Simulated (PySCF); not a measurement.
C6H13P2 (charge +1).
Bonds: C1–C2 (triple), C2–P3, P3–C4, P3–C5, P3–C6, C6–C7, C7–P8. Hydrogens: H9 on C1; H10, H11, H12 on C4; H13, H14, H15 on C5; H16, H17 on C6; H18, H19 on C7; H20, H21 on P8.

Computed with PySCF at PBE0/pcSseg-1, non-relativistic, on one gas-phase PBE0-D3(BJ)/def2-SVP geometry that isn't relaxed in the solvent. The solvent is an IEF-PCM continuum (Bondi radii, 1.10 Å for H, scaled by 1.2). Specific hydrogen bonds and non-electrostatic terms are outside this model.

Gas phase at PBE0/pcSseg-1: HOMO -10.85 eV, LUMO -5.01 eV.

**Question.** What does the continuum do to the energy and the frontier levels at PBE0/pcSseg-1 in benzene and dichloromethane?

**Answer.** 
```
        solvent      ε  E(solvent) − E(gas) (kcal/mol)  polarisation term (kcal/mol)  distortion of the solute (kcal/mol)  HOMO (eV)  LUMO (eV)
        benzene  2.271                          -29.38                        -29.66                                 0.28      -8.87      -2.76
dichloromethane   8.93                          -47.39                        -48.41                                 1.02      -7.80      -1.44
```

Polarisation term: ½ Σ q·V over the induced surface charges. Distortion: the rise of the solute's own energy as its density leaves the gas-phase optimum. From benzene to dichloromethane the lowering changes by a factor 1.61, Born's factor 1 − 1/ε by 1.59 and ε itself by 3.9.

**Question.** Which radius a makes Born's formula ΔE = −(q²/2a)(1 − 1/ε) give the value in dichloromethane?

**Answer.** a = q²(1 − 1/ε)/(2|ΔE|) = 3.11 Å, with q = +1 e and |ΔE| = 0.0755 Eh; the farthest nucleus lies 3.98 Å from the centroid of the nuclei. The formula assumes a point charge at the centre of a sphere.

**Question.** Which Hirshfeld charges (PBE0/pcSseg-1) respond most in benzene (means over atoms taken as equivalent)?

**Answer.** 
| atoms | environment | gas (e) | solvent (e) | change |
| --- | --- | --- | --- | --- |
| P8 | phosphine phosphorus | +0.106 | +0.093 | -0.013 |
| C1 | terminal alkyne carbon | +0.027 | +0.017 | -0.010 |
| P3 | phosphonium phosphorus | +0.494 | +0.502 | +0.008 |
| H16/H17 | methylene hydrogen | +0.071 | +0.074 | +0.003 |
| C7 | sp3 carbon bound to phosphorus | -0.102 | -0.100 | +0.002 |
| C6 | sp3 carbon bound to phosphorus | -0.083 | -0.081 | +0.002 |
| C2 | alkyne carbon | -0.093 | -0.091 | +0.002 |
| H20/H21 | P–H hydrogen | +0.003 | +0.001 | -0.002 |

**Question.** Which Mayer bond orders change most in benzene?

**Answer.** 
```csv
bond,length (Å),gas,solvent,change
C1–C2,1.213,2.537,2.526,-0.011
C1–H9,1.080,1.101,1.107,+0.006
P8–H21,1.430,0.934,0.939,+0.005
C2–P3,1.738,0.894,0.890,-0.004
C7–P8,1.878,0.964,0.967,+0.003
C6–C7,1.527,1.020,1.023,+0.003
P3–C4,1.799,1.095,1.097,+0.002
P3–C6,1.817,0.993,0.995,+0.002
```

Conformer computed: `[CH:1]#[C:2][P+:3]([CH3:4])([CH3:5])[CH2:6][CH2:7][PH2:8]`: C2–P3–C6–C7 -41°, P3–C6–C7–P8 -64°, H–P8–C7–C6 -169°, H–P8–C7–C6 96°.
